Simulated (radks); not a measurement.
Values are calculated unless marked as measured or tabulated.
Neutral lanthanum inside a hard spherical wall (all orbitals vanish at R), configuration held at [Xe] 5d1 6s2 and not refilled when levels cross. Level of theory: scalar-relativistic Kohn-Sham, r2SCAN, spin-unpolarised, spherical densities, finite nucleus; meta-GGA in the generalised Kohn-Sham scheme; Fermi nuclear charge, rms radius 4.855 fm (a radial shooting solver on a logarithmic mesh with Libxc functionals). Eigenvalues in eV, with the zero of energy where the potential of the charges vanishes at infinity; a dash marks a level that is unbound or too diffuse for the functional's potential to be trusted. A positive occupied level is held by the wall or, in an anion where self-interaction has pushed it up, behind a barrier. The pressure on the wall is -dE/dV.

R (bohr),E (hartree),kinetic (hartree),e(5s),e(5p),e(6s),e(5d),"e(6p, empty)","e(7s, empty)",pressure (GPa)
free,-8493.9532,8984.401,-40.127,-23.195,-3.761,-2.993,-1.233,-,0
20,-8493.9532,8984.401,-40.127,-23.195,-3.761,-2.993,-1.233,0.790,< 0.0001
15,-8493.9532,8984.401,-40.124,-23.192,-3.759,-2.990,-1.224,1.555,0.000278
12,-8493.9527,8984.407,-40.082,-23.150,-3.728,-2.955,-1.149,2.476,0.00911
8,-8493.9264,8984.574,-39.211,-22.303,-2.967,-2.239,0.195,8.452,0.908
5,-8493.4979,8986.295,-34.765,-18.127,4.217,2.133,10.789,38.629,43.7
1.5,-8394.4062,9275.968,183.39,227.68,611.74,295.64,656.83,1201.1,269000
